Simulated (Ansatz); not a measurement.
```xyz
9

S     0.0000    0.0000    1.2844
C     0.0000    1.3339   -0.0033
C     0.0000   -1.3339   -0.0033
C     0.0000    0.7690   -1.3711
C     0.0000   -0.7690   -1.3711
H     0.0000    2.4660    0.3166
H     0.0000   -2.4660    0.3166
H     0.0000    1.4316   -2.3455
H     0.0000   -1.4316   -2.3455
```

Basis set: cc-pVDZ (spherical functions). Left uncorrelated: 9 orbitals. Charge 0, multiplicity 1.

Computed with Ansatz (development build ahead of 0.2.0); each method stands on the lowest determinant of its kind that the runs found. Restricted open shells among the atoms or ions are ROHF, correlated in semicanonical orbitals with singles.

The atomization energy at this shape (free ground-state atoms in the same class of orbitals less the molecule, no zero-point energy) of singlet C₄H₄S:

```tsv
method	atomization energy
RHF	27.83 eV
```

Q: What does RHF-MP2 give?

A: 38.10 eV. Caution: in another basis set an unrestricted determinant lies well below; the shape is not the minimum.
